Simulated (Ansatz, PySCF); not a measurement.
Energy difference R1 + R2 → P1 + P2, each structure at its B3LYP-D3(BJ)/def2-TZVP stationary point, reached from a drawn start (curvature not checked).
R1: SiH4 (SMILES [SiH4]), charge 0, multiplicity 1.
R2, H4OSi (SMILES O[SiH3]) (charge 0, multiplicity 1):
| atom | x (Å) | y (Å) | z (Å) |
|---|---|---|---|
| O | 1.1713 | -0.3907 | -0.3424 |
| Si | -0.3987 | 0.0190 | -0.0273 |
| H | 1.8626 | -0.0217 | 0.2119 |
| H | -0.8065 | -0.3892 | 1.3401 |
| H | -1.2104 | -0.6987 | -1.0293 |
| H | -0.6183 | 1.4815 | -0.1528 |
P1: H6OSi2 (SMILES [SiH3]O[SiH3]), charge 0, multiplicity 1.
P2, H2 (SMILES [H][H]) (charge 0, multiplicity 1):
```xyz
2

H      0.00000     0.00000     0.37199
H      0.00000     0.00000    -0.37199
```

P less R. No zero-point or thermal terms.

Cores are frozen in the correlated methods.

Run with Ansatz (a program for electronic structure); PySCF for M06-2X and the D3/D4 terms. No computed number here is a measurement.

```json
[
 {"level": "HF/cc-pV(D+d)Z", "reaction energy (eV)": "-0.656"},
 {"level": "revPBE-D3(BJ)/def2-TZVPP", "reaction energy (eV)": "-0.733"},
 {"level": "r2SCAN/def2-TZVPP", "reaction energy (eV)": "-0.840"},
 {"level": "B97M-V/def2-TZVPP", "reaction energy (eV)": "-0.825"},
 {"level": "B3LYP/def2-TZVPP", "reaction energy (eV)": "-0.780"},
 {"level": "M06-2X/def2-TZVPP", "reaction energy (eV)": "-0.956"},
 {"level": "CAM-B3LYP-D3(BJ)/def2-TZVPP", "reaction energy (eV)": "(withheld)"},
 {"level": "SCS-MP2/cc-pV(Q+d)Z", "reaction energy (eV)": "(withheld)"},
 {"level": "CCSD/cc-pV(T+d)Z", "reaction energy (eV)": "(withheld)"}
]
```

**Question.** Some entries are withheld; supply them.

**Answer.** 
- CAM-B3LYP-D3(BJ)/def2-TZVPP, reaction energy (eV): -0.861
- SCS-MP2/cc-pV(Q+d)Z, reaction energy (eV): -0.932
- CCSD/cc-pV(T+d)Z, reaction energy (eV): -0.849
